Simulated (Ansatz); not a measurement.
A structure relaxed at B3LYP/def2-SVPD in Ansatz, charge -1, singlet:

Cartesian coordinates in Å:
```
Li 1.2653 2.3694 -0.5354
Li -2.1042 -0.7528 1.1537
Li -0.5895 0.2642 -1.4145
Li -1.2344 0.8912 3.6597
Li 0.5665 0.1416 1.4414
Li 1.0898 1.5146 -3.4982
Li 2.1721 -0.3352 -1.2299
Li -0.4199 -2.1862 3.0487
Li 0.6508 -1.6926 -3.3077
Li -1.5362 2.1085 0.8386
Li 0.1398 -2.3227 -0.1564
```

Task: Give its formula and point group.

Result: Li₁₁⁻. Point group C2 (tolerance 0.1 Å).

Task: Summarise the bond lengths by kind (pairs closer than 1.2 times the sum of covalent radii, bridged metal pairs left out).

Result: 18 × Li–Li 2.83 to 3.06 Å.

The restricted singlet is unstable towards broken spin symmetry in Hartree–Fock (as tested in another run); at B3LYP/def2-SVPD this wasn't settled. The structure comes from a short search, and lower isomers may exist.
